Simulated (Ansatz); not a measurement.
Stepwise reaction of `FB(F)O[SiH3]` with water, as a gas-phase model of exchange steps in deposition or etching. ΔE in kJ/mol; ΔG adds harmonic PBE0-D4 terms to CCSD(T)/CBS, at 1 bar.

Isolated molecules relaxed with PBE0-D4/def2-TZVP in Ansatz; ΔE leaves out vibrations. CCSD(T)/CBS adds triple-zeta CCSD(T) − MP2 to the extrapolated MP2 energy (def2 sets, frozen cores). This one scheme is used for every species. Functionals use def2-TZVPP. B3LYP here is the variant with VWN-RPA as its local correlation; programs differ in this. One conformer a species, not always the lowest.

```tsv
step	reaction	PBE-D4	B3LYP-D4	ωB97M-V	CCSD(T)/CBS	ΔG(600 K)
1	`FB(F)O[SiH3]` + H₂O → `OB(F)O[SiH3]` + H–F	11.3	13.4	13.0	11.5	21.9
2	`OB(F)O[SiH3]` + H₂O → `OB(O)O[SiH3]` + H–F	14.9	17.3	16.6	14.5	22.5
```

By hand: ΔE of the 2 steps together at CCSD(T)/CBS.

(11.5) + (14.5) = 26.0 kJ/mol, or 13.0 kJ/mol a step.

In ΔE the steps differ by no more than 3.0 kJ/mol. All are uphill at CCSD(T)/CBS. ΔG lies between 21.9 and 22.5 kJ/mol a step. PBE-D4 differs from CCSD(T)/CBS by -0.2 to 0.4 kJ/mol a step. Isolated molecules leave out the surface, adducts and barriers. Largest T1 diagnostic: 0.012.
